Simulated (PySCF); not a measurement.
Two species compared at the same levels of theory.

First species: C7H9N3.
Z-matrix (Å and degrees, GFN2-xTB geometry), rows numbered from 1:
```
C 
C   1  1.4885
N   2  1.3310  1  117.93
C   3  1.3204  2  115.11  1   179.43
N   4  1.3162  3  125.92  2    -0.11
C   5  1.3360  4  114.99  3     0.22
C   6  1.4617  5  118.75  4   179.84
C   7  1.5107  6  118.75  5    33.83
C   8  1.4840  7   60.60  6  -108.01
N   2  1.3260  1  118.16  3   179.62
H   1  1.0871  2  109.85  3   132.60
H   1  1.0889  2  109.19  3  -109.42
H   1  1.0856  2  109.73  3    10.60
H   4  1.0839  3  117.00  2   179.83
H   7  1.0812  6  113.16  5   179.83
H   8  1.0790  7  117.33  9  -109.93
H   8  1.0786  7  116.53  9   108.35
H   9  1.0787  7  116.56  8  -108.36
H   9  1.0792  7  117.29  8   109.92
```

Second species: C5H11NS2Si.
Atom-mapped SMILES: `[H]/[N:5]=[C:4](\[C:2]([CH3:1])=[S:3])[CH2:6][CH2:7][S:8][SiH3:9]` (hydrogens: H10, H11, H12 on C1; H13 on N5; H14, H15 on C6; H16, H17 on C7; H18, H19, H20 on Si9)

Geometry (GFN2-xTB, Å), atoms numbered from 1 in this order:
```
atom  x, y, z in Å
C1     3.4041   -0.7098   -0.1744
C2     2.1589   -0.1542    0.4321
S3     2.1200    0.2540    2.0112
C4     0.9774    0.0252   -0.4403
N5     0.9554   -0.2131   -1.6835
C6    -0.3030    0.4895    0.1902
C7    -1.0251   -0.6971    0.8243
S8    -2.6217   -0.2174    1.5629
Si9   -3.8128    0.1679   -0.1801
H10    3.7714   -0.0435   -0.9574
H11    3.2097   -1.6846   -0.6254
H12    4.1761   -0.8173    0.5829
H13    1.8218   -0.5497   -2.0954
H14   -0.1078    1.2400    0.9567
H15   -0.9281    0.9167   -0.5944
H16   -0.4428   -1.1102    1.6477
H17   -1.2094   -1.4763    0.0848
H18   -5.1754    0.0593    0.3069
H19   -3.4586   -0.8541   -1.1575
H20   -3.5151    1.5012   -0.6944
```

Levels: PBE0/pcSseg-1 for dipole moment, HOMO energy, LUMO energy and HOMO–LUMO gap; GFN2-xTB for rotational constant A and rotational constant C. Geometries: GFN2-xTB. Each structure is a single optimised conformer of the isolated species, non-relativistic unless stated; the electronic structure was computed with PySCF and density fitting.

Dipoles, sizes and rotational constants follow the conformer. The torsions of the flexible species, by atom-mapped SMILES:
- `[CH3:1][c:2]1[n:3][cH:4][n:5][c:6]([CH:7]2[CH2:8][CH2:9]2)[n:10]1`: N5–C6–C7–C8 34°
- `[H]/[N:5]=[C:4](\[C:2]([CH3:1])=[S:3])[CH2:6][CH2:7][S:8][SiH3:9]`: C1–C2–C4–N5 -3°, C2–C4–C6–C7 -82°, C4–C6–C7–S8 -178°, C6–C7–S8–Si9 71°

Values for the first species:

```
Dipole moment         : 0.92 D
HOMO energy           : -7.57 eV
LUMO energy           : -1.18 eV
HOMO–LUMO gap         : 6.39 eV
Rotational constant A : 3.421 GHz
Rotational constant C : 0.762 GHz
```

Task: Estimate the same properties for the second species, and the change in each.

Result: 
| property | first | second | second less first |
| --- | --- | --- | --- |
| dipole moment | 0.92 D | 3.29 D | +2.37 D |
| HOMO energy | -7.57 eV | -6.72 eV | +0.85 eV |
| LUMO energy | -1.18 eV | -3.25 eV | -2.07 eV |
| HOMO–LUMO gap | 6.39 eV | 3.47 eV | -2.92 eV |
| rotational constant A | 3.421 GHz | 1.977 GHz | -1.444 GHz |
| rotational constant C | 0.762 GHz | 0.384 GHz | -0.378 GHz |

On the first: In atomic units the dipole is 0.36 e·bohr (1 au = 2.5417 D).

On the second: The dipole matches unit charges of opposite sign 0.68 Å apart (1 e·Å = 4.8032 D). A dipole of 3.29 D is allowed in C1, and pure rotational transitions are dipole-allowed.
